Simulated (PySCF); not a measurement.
H₂Cl₂FNSn, SMILES [Cl][Sn]([F])([Cl])[NH2] (CAM-B3LYP/def2-SVP optimised geometry):

```
7

N     -1.602    -1.933    -1.575
Sn    -0.903    -0.928     0.000
F     -1.411     0.928     0.000
Cl    -1.768    -1.795     1.962
Cl     1.411    -0.928     0.000
H     -2.618    -1.978    -1.627
H     -1.224    -1.626    -2.470
```

Calculation: PySCF with CAM-B3LYP/def2-TZVP, def2 effective core potentials past Kr.

**Question.** What are the frontier orbital energies and the dipole moment?

**Answer.** HOMO-2 -11.10 eV, HOMO-1 -11.00 eV, HOMO -10.19 eV, LUMO -1.55 eV, LUMO+1 0.97 eV; dipole moment 2.79 D.

On the same geometry PBE/def2-TZVP, def2 effective core potentials past Kr (PySCF 2.14.0) gives HOMO-2 -8.20 eV, HOMO-1 -8.14 eV, HOMO -7.20 eV, LUMO -3.48 eV, LUMO+1 -0.68 eV; dipole moment 2.76 D.
